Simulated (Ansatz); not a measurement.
`[F][SnH]([F])[O][SiH3]` → `[F][Sn][F]` + silanol at 500 K and 1 bar (stannylene formation by 1,1-elimination).

Computed with Ansatz on PBE0-D4/def2-TZVP structures; ΔE is electronic, products minus reactants. CCSD(T)/CBS is the MP2 limit (def2-TZVPP, def2-QZVPP) plus CCSD(T) − MP2 in def2-TZVPP, frozen cores. Elements past krypton have def2 core potentials. For Sn outer-core shells are correlated without core-valence functions, which leaves a few kJ/mol of doubt a bond. Each species was taken in one conformer, which may not be the lowest.

| species | CCSD(T)/CBS energy (Eh) | H − E (kJ/mol) | S (J/(mol·K)) |
| --- | --- | --- | --- |
| `[F][SnH]([F])[O][SiH3]` | -780.38706 | 157.1 | 472.4 |
| `[F][Sn][F]` | -413.70076 | 31.2 | 309.0 |
| `O[SiH3]` | -366.69042 | 127.5 | 292.9 |

H − E and S are ideal-gas, rigid-rotor, harmonic terms from PBE0-D4/def2-TZVP, for one conformer and one mirror image of each species. 1 Eh = 2625.50 kJ/mol, R = 8.31446 J/(mol·K).

Problem. By hand: ΔE, ΔH, ΔS and ΔG.

Solution. ΔE = (-413.70076) + (-366.69042) − (-780.38706) = -0.00412 Eh = -10.8 kJ/mol. Δ(H − E) = 31.2 + 127.5 − 157.1 = 1.6, so ΔH = -9.2 kJ/mol. ΔS = 309.0 + 292.9 − 472.4 = 129.5 J/(mol·K). ΔG = -9.2 − 500 × (129.5)/1000 = -74.0 kJ/mol.

Problem. By hand: the equilibrium constant, and the temperature at which ΔG would vanish if ΔH and ΔS stayed fixed.

Solution. log₁₀ K = −ΔG/(RT ln 10) = 7.7. ΔH and −TΔS have one sign here, so there is no such temperature.

The number of gas molecules changes by +1, which sets the sign of ΔS. A doubt of 5 kJ/mol in ΔE shifts log₁₀ K by 0.5 here. Other conformers and mirror images would add mixing entropy, several J/(mol·K) or more a flexible species. Modes under 60 cm⁻¹, often nearly free rotors, make the harmonic entropy too high. These are equilibria of isolated gas molecules and say nothing of rates. Largest T1 diagnostic: 0.017 (customary marks: 0.02 for closed shells, 0.045 for open ones).
